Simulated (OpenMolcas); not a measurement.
**What dynamic correlation does to the levels of Mo2+**

```json
{
 "Program": "OpenMolcas",
 "Basis": "ANO-RCC-VTZP [7s6p4d2f1g]",
 "Scalar Hamiltonian": "DKH2, point nucleus",
 "Active space": "4 electrons in 5 orbitals (4d)",
 "State averaging": "2S+1 = 5 even, 5 roots; 2S+1 = 3 even, 45 roots; 2S+1 = 1 even, 50 roots",
 "Spin-orbit coupling": "state interaction with AMFI integrals over the reference wave functions, term energies averaged over their components"
}
```

Methods on the same reference wave functions:
A. CASSCF
B. SS-CASPT2, IPEA 0.25 Eh, imaginary shift 0.1 Eh (closed shells correlated: 4s 4p)
C. MS-CASPT2, IPEA 0.25 Eh, imaginary shift 0.1 Eh (closed shells correlated: 4s 4p)
D. XMS-CASPT2, IPEA 0.25 Eh, imaginary shift 0.1 Eh (closed shells correlated: 4s 4p)

Energies in cm-1 above 4d4 5D0, the measured ground level; measured values from Sugar and Musgrove, J. Phys. Chem. Ref. Data 17, 155 (1988).

```tsv
Level	A	B	C	D	Measured
4d4 5D0	0.0	0.0	0.0	0.0	0.0
4d4 5D1	217	235	235	236	242
4d4 5D2	618	654	653	655	668
4d4 5D3	1161	1203	1201	1203	1224
4d4 5D4	1814	1845	1843	1844	1872
4d4 3H4	15831	13690	13690	13690	12680
4d4 3P0(1)	16248	12190	12190	12050	11149
4d4 3H5	16314	14240	14240	14270	13276
4d4 3H6	16787	14740	14740	14760	13811
4d4 3P1(1)	17470	13420	13420	13290	12510
4d4 3F3(1)	18336	15070	15060	14930	13948
4d4 3F2(1)	18419	15080	15070	14880	13929
4d4 3F4(1)	18572	15370	15360	15210	14296
4d4 3P2(1)	19361	15280	15270	15140	14358
4d4 3G3	20205	17010	17010	17060	15871
4d4 3G4	20612	17430	17430	17450	16283
4d4 3G5	20909	17800	17800	17900	16714
4d4 1I6	24247	21220	21220	20950	20290
4d4 3D3	25481	20760	20760	20590	19488
4d4 3D2	25630	20880	20880	20660	19577
4d4 3D1	25875	21180	21180	21010	
4d4 1G4(1)	25899	22160	22160	21310	20612
4d4 1S0(1)	29635	24310	24270	23550	22990
4d4 1D2(1)	31288	25090	25090	24130	22806
```

Deviations, from unrounded energies. A percentage is the sum of absolute deviations over the sum of measured energies, with the sign that they share, or ± where signs differ.

```json
{"Against measurement": "mean absolute deviation (cm-1)", "Levels": "22", "A": "3900", "B": "960", "C": "960", "D": "790"}
{"Against measurement": "fine structure of the ground term (%)", "Levels": "4", "A": "-4.9", "B": "-1.8", "C": "-1.9", "D": "-1.7"}
{"Against measurement": "other terms of the ground configuration (%)", "Levels": "18", "A": "+29.4", "B": "+7.2", "C": "+7.2", "D": "+5.8"}
```

D lies closest to measurement on these levels and A furthest from it. The largest miss of D in the table is 4d4 1D2(1), by +1300 cm-1. The ranking rests on the paired levels alone, and a cruder setting can come out closer through cancelling errors.

Among B to D the level of the table that moves most is 4d4 1D2(1), by 960 cm-1 (lowest in D, highest in B). Moves below CASPT2's spread within the term are not significant.

The mean deviations of B to D differ by less than CASPT2's widest spread within a term (1500 cm-1), so their order carries little weight.

From A to B the spin-free energies of the other terms of 4d4 shown, above 5D, scale by factors of 0.76 to 0.86, as is usual when dynamic correlation screens the repulsion within a d or f shell.

The lowest spin-free term lies below A's lowest term by 0.329 hartree in B, 0.329 hartree in C, 0.335 hartree in D.

CASPT2 does not keep the components of a term degenerate, so their means are used; among the terms shown or strongly mixed into the levels shown the widest spread is 1500 cm-1 (4d4 1I, C). Levels of configurations with an s electron are missing; early in the row they begin among the upper levels of the d shell and mix with terms of their name. The CASPT2 spread within a term exceeds the gap to the next term for 4d4 3P(1) and 4d4 3H, 4d4 3D and 4d4 1I, 4d4 1I and 4d4 1G(1), so the order of their levels is uncertain (figures for C; the like holds for D). Without dynamic correlation excited terms often stand tens of per cent too high (terms of higher spin than the ground term too low), and those without a measured partner can miss by more than the paired ones (holds for A). Some levels mix across a computed gap that differs much from the measured one, so their mixing is not that of the real levels (holds for A; B; C). Computed and measured levels are paired by configuration, term and J; levels that our copy of the source lacks, or whose pairing is in doubt (as where it misses far off the trend of its configuration), stay unpaired and out of the deviations. Levels of configurations outside the active space are missing. The table leaves out levels that lie high or whose names do not pair safely across all columns.

A number in round brackets counts repeated terms of one configuration in the order of the reference energies.
